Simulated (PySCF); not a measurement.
Re: ionisation energy

Re [Xe] 4f14 5d5 6s2 (6S) → Re⁺ [Xe] 4f14 5d5 6s1 (7S), as a difference of total energies. All numbers are calculated (PySCF 2.14, scalar relativity by spin-free X2C-1e, in x2c-TZVPPall with one added diffuse shell each of s, p, d, f type (12s8p8d4f1g, 113 functions)). The calculations carry no spin-orbit coupling.

```json
{"method": "UHF", "ionisation energy (eV)": "5.960"}
{"method": "BLYP", "ionisation energy (eV)": "8.109"}
{"method": "HSE06", "ionisation energy (eV)": "7.497"}
{"method": "PBEsol", "ionisation energy (eV)": "7.681"}
```

Which method comes closest to the reference value, and which is furthest?

The reference is 7.834 eV (measured; NIST Atomic Spectra Database, ionization energies). Closest: PBEsol (error -0.153 eV); furthest: UHF (error -1.874 eV).
